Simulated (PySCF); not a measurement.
## Computed properties of C4H13NSi, SMILES C[C@@H](NCC)[SiH3]

C₄H₁₃NSi, SMILES CCN[C@H](C)[SiH3]. Geometry: B3LYP-D3(BJ)/def2-SVP. The structure was generated by enumeration; whether it is a known compound was not checked. The values are those of a single conformer. All values are computed for the isolated molecule unless a solvent is named; none is compared with measurement here.

**Structure.** All 51 harmonic modes at B3LYP-D3(BJ)/def2-SVP (PySCF) are real, so it is a minimum. With heavy atoms numbered as in [CH3:1][CH2:2][NH:3][C@H:4]([CH3:5])[SiH3:6], the shortest bond between them is C2–N3 at 1.456 Å and the longest C4–Si6 at 1.912 Å.

**Vibrations.** The strongest infrared lines (harmonic, unscaled, degenerate partners summed) lie at 930 cm⁻¹ (207 km/mol, H 83 %, C 8 %), 2204 cm⁻¹ (133 km/mol, H 97 %), 2233 cm⁻¹ (107 km/mol, H 97 %). The softest mode is at 46 cm⁻¹ and the zero-point energy is 102.5 kcal/mol.

**Electronic structure.** B3LYP/def2-TZVP (PySCF) places the frontier levels at -6.13 and 0.47 eV, a gap of 6.60 eV, and gives a dipole moment of 1.53 D. PBE/def2-TZVP (PySCF) at the same geometry gives -4.97 and -0.07 eV, so its gap is 1.70 eV narrower. An orbital gap is neither the optical nor the fundamental gap.

**Excitations.** TDA-CAM-B3LYP/def2-SVPD (PySCF) has S1 at 5.88 eV (211 nm, f = 0.006, weak); the most intense of the 6 singlets computed lies at 7.48 eV (f = 0.07). T1 (TDA) is at 5.65 eV, 0.23 eV under S1. TDA-PBE/def2-SVPD (PySCF) puts S1 at 4.79 eV. No vertical singlet excitation falls in the visible range (under 3.1 eV).

**NMR.** GIAO shifts at B3LYP/pcSseg-1 (PySCF) (non-relativistic, atoms alike by connectivity averaged): ¹³C from 21.3 to 45.3 ppm against TMS; ¹H from 0.4 to 4.0 ppm against TMS; ²⁹Si at -68.2 ppm against TMS.

**Solvation.** SMD-PBE0/def2-SVP (PySCF) gives 0.0 kcal/mol in water, -3.1 kcal/mol in toluene, -3.3 kcal/mol in tetrahydrofuran (1 M in both phases, gas-phase geometry).
